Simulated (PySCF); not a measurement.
Electronic structure of Si (silicon, neutral) at the r2SCAN level

Configuration: [Ne] 3s1 3p2 3d1, one real determinant (an excited configuration). Calculation: PySCF 2.14, in aug-cc-pCVTZ-DK with one added diffuse shell each of s, p, d, f type (9s8p6d4f, 91 functions); the spin-free X2C one-electron Hamiltonian (Gaussian nucleus).

```json
{
 "Total energy": "-289.5590 hartree",
 "One-electron energy": "-398.5253 hartree",
 "Hartree (Coulomb) energy": "129.7264 hartree",
 "Exchange-correlation energy": "-20.7601 hartree",
 "⟨S²⟩": "6.0001",
 "⟨L²⟩": "7.870",
 "Sum of ⟨r⟩": "17.67 bohr",
 "Sum of ⟨r²⟩": "68.26 bohr²",
 "Traceless quadrupole moment −½Σ⟨3z² − r²⟩ along its main axis": "-2.12 e·bohr²",
 "Langevin diamagnetic susceptibility": "-54.1 ×10⁻⁶ cm³/mol"
}
```

```
shell  electrons  mean orbital energy (eV)  spread (eV)  rms radius, mean of both spins (bohr)
 1s α          1                   -1802.4            0                                  0.129
 1s β          1                   -1802.0            0                                  0.129
 2s α          1                   -149.07            0                                  0.618
 2s β          1                   -148.75            0                                  0.618
 2p α          3                   -103.34        0.172                                  0.601
 2p β          3                   -102.79        0.442                                  0.601
 3s α          1                   -16.402            0                                   2.21
 3p α          2                    -8.675            0                                   2.64
 3d α          1                    -0.842            0                                   6.82
```

⟨L²⟩ = 7.87 against 12 for a pure F term, so this real determinant mixes terms. The outer electron is Rydberg-like, and this basis confines it to a smaller radius and binds it less than a complete one would.

Densities and radii are taken from the X2C orbitals without a picture-change correction, which distorts them close to the nucleus.
